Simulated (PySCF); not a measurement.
Compound: C₇H₁₁FO₂.
Numbering: `[CH3:1][O:2][C@@H:3]1[CH2:4][CH2:5][CH2:6][C@@H:7]1[C:8](=[O:9])[F:10]`

Structure used (GFN2-xTB), in Å, numbered top down from 1:
```
atom  x, y, z in Å
C1     2.5795    0.3584    0.3790
O2     1.3541    0.2591   -0.2990
C3     0.2104    0.5047    0.4969
C4    -0.2307   -0.7289    1.2934
C5    -0.9954   -1.5513    0.2613
C6    -1.8328   -0.5067   -0.4771
C7    -0.9766    0.7693   -0.4728
C8    -0.4226    1.0949   -1.8276
O9    -0.4631    0.4891   -2.8362
F10    0.1675    2.3259   -1.8128
H11    2.7026   -0.4344    1.1255
H12    2.6791    1.3313    0.8756
H13    3.3525    0.2595   -0.3801
H14    0.4017    1.3720    1.1460
H15    0.6198   -1.2638    1.7114
H16   -0.8882   -0.4214    2.1074
H17   -0.2874   -2.0101   -0.4285
H18   -1.6068   -2.3303    0.7127
H19   -2.0637   -0.8150   -1.4953
H20   -2.7676   -0.3268    0.0540
H21   -1.5414    1.6415   -0.1344
```

NICS is the negative of the GIAO shielding at a point without a nucleus: at the ring centre (0) and 1 Å above and below it (1); zz is the component along the ring normal. Level: GIAO PBE0/pcSseg-1 (PySCF, non-relativistic, gas phase) on the GFN2-xTB geometry, one conformer.

Ring bond lengths (Å), with Mayer bond orders in brackets: C3–C4 1.533 (1.03), C4–C5 1.525 (1.01), C5–C6 1.529 (1.04), C6–C7 1.537 (1.01), C7–C3 1.555 (0.95).

Problem. Give the NICS values of each ring in ppm.

Solution. 
```json
{"ring": "C3–C4–C5–C6–C7", "type": "5-membered carbocycle; formal bonds all single", "NICS(0)": "-5.3", "NICS(1), two faces": "-4.5 / -3.6", "NICS(1)zz, two faces": "-5.3 / -1.4", "rms pucker (Å)": "0.18", "centre to ring atoms, mean (Å)": "1.28"}
```

Problem. What do they say, and how far can they be read as aromaticity?

Solution. 
- C3–C4–C5–C6–C7: mean NICS(1)zz -3.3 ppm, shielded. C3, C4, C5, C6, C7 have four or more neighbours, so the value isn't read as a sign of a π ring current. The two faces differ by 3.9 ppm, so no symmetry operation interchanges them.

Problem. What is the mean of the two in-plane components of NICS at the first NICS(1) probe listed for ring C3–C4–C5–C6–C7, 1 Å off the ring?

Solution. The isotropic value is a third of the trace: (3 × -4.5 − (-5.3))/2 = -4.1 ppm.

Hardware: one thread of an Arm Neoverse V2, shared host with 96 logical CPUs at a one-minute load of 41. Cost: 40 s of wall time, 1.0 GiB resident at most. This is the whole shielding run at PBE0/pcSseg-1, SCF included.
